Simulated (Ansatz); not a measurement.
Basis-set extrapolation for `[CH3][Al]1[S][CH]1F` (PBE0-D4/def2-TZVP geometry, frozen core, Ansatz 0.2.0). Multiplicity 1, RHF reference.

|  | def2-TZVPP | def2-QZVPP |
| --- | --- | --- |
| HF | -817.037598 | -817.063438 |
| MP2 correlation | -0.832606 | -0.900593 |
| CCSD(T) correlation | -0.906731 | not run |

Energies in hartree. Use E(X) = E(∞) + A·exp(−7.88·√X) for Hartree–Fock and E(X) = E(∞) + B·X^(−2.97) for correlation, with X = 3 and 4, and add CCSD(T) minus MP2 of the smaller set to the MP2 limit.

Q: What is the CCSD(T) energy at the basis-set limit?

A: HF limit: -817.063438 + (-0.025840) × 0.13774 = -817.06700. MP2 limit: -0.900593 + (-0.067987) × 0.74074 = -0.95095. Higher-order term: -0.906731 − (-0.832606) = -0.07412. Total: -818.09207 hartree, 92.7 kcal/mol below CCSD(T)/def2-TZVPP.
